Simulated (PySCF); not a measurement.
**[Pb(OH)3(NH3)]+ at several levels of theory**

Computed with PySCF 2.14.0 (density fitting, no spin-orbit coupling) at the geometry relaxed with PBE0:

```xyz
11
[Pb(OH)3(NH3)]+ (singlet)
Pb    0.1194   -0.1452    0.2101
O     0.6733    1.4129    1.4226
H     1.6304    1.4050    1.5914
O    -1.4403   -1.3548    0.7694
H    -1.5036   -1.4183    1.7371
O     1.4124   -0.7843   -1.2473
H     1.4165   -1.7547   -1.3071
N    -1.1739    1.1911   -1.1993
H    -1.1286    2.1731   -0.9087
H    -0.8429    1.1323   -2.1678
H    -2.1565    0.8989   -1.1815
```

```
level                                                           basis    state  HOMO (eV)  gap (eV)  charge on Pb1 (e)  dipole about the centre of mass (D)  largest force component (eV/Å)
 PBE0      Pb def2-SVP with ECP60, O def2-SVP, H def2-SVP, N def2-SVP  singlet     -13.64      5.31               1.16                                 2.90                            0.01
 PBE0  Pb def2-TZVP with ECP60, O def2-TZVP, H def2-TZVP, N def2-TZVP  singlet     -13.83      5.33               1.30                                 2.97                            0.47
```

Charges are Mulliken's, which hang on the basis. The relaxation used the grid (50, 194), these runs (75, 302) or, all-electron (x2c bases, spin-free X2C Hamiltonian), (99, 590).

Task: A further run in the first row's basis gives HOMO (eV) -12.66, gap (eV) 3.94, charge on Pb1 (e) 1.11, dipole about the centre of mass (D) 2.94, largest force component (eV/Å) 0.31. Which level was it?
A. TPSSh
B. r2SCAN

Result: A. The others give HOMO -12.27 eV (r2SCAN).

In the first row's basis the gap widens with exact exchange: 3.2 eV for r2SCAN (none); 3.9 to 5.3 eV for TPSSh, PBE0 (a fixed share).

No frequency check is given that shows the relaxed geometry to be a minimum.
